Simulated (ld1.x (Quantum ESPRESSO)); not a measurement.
## How hard is this hydrogen TM potential?

H (Z = 1), norm-conserving Troullier–Martins (Kleinman–Bylander form), made with ld1.x (Quantum ESPRESSO) 7.5 (PBE, non-relativistic). Core none, reference 1s0.75 (charge +0.25). Waves: 2p channel at 0.3 Ry: rc 0.85 bohr; 1s (bound): rc 1.10 bohr. Local part: the s channel. Core correction: none.

The pseudo-atom Hamiltonian at the reference potential is diagonalised in spherical Bessel functions j_l(qr) that vanish at 20 bohr, with q² up to the cutoff. All-electron valence levels (Ry): 1s -0.6975.

How do the lowest levels (Ry) of each channel move with the cutoff, and are there ghosts?

```csv
cutoff (Ry),p #1,s #1,s #2,d #1,f #1,Σ f·Δε (mRy)
8,-0.0348,-0.6304,-0.0478,0.0360,0.0820,50.3
10,-0.0349,-0.6470,-0.0491,0.0360,0.0820,37.9
12,-0.0349,-0.6598,-0.0501,0.0360,0.0820,28.3
15,-0.0349,-0.6697,-0.0509,0.0360,0.0820,20.9
18,-0.0350,-0.6805,-0.0517,0.0360,0.0820,12.8
21,-0.0350,-0.6855,-0.0521,0.0360,0.0820,9.0
30,-0.0350,-0.6931,-0.0526,0.0360,0.0820,3.3
35,-0.0350,-0.6953,-0.0528,0.0360,0.0820,1.7
40,-0.0350,-0.6966,-0.0529,0.0360,0.0820,0.7
45,-0.0350,-0.6970,-0.0529,0.0360,0.0820,0.4
50,-0.0350,-0.6973,-0.0529,0.0360,0.0820,0.2
400,-0.0350,-0.6975,-0.0529,0.0360,0.0820,0.0
```

Result: no extra level below or beside the all-electron valence levels (p, s, d, f tested); 10 mRy is reached at 21 Ry and 1 mRy at 40 Ry.
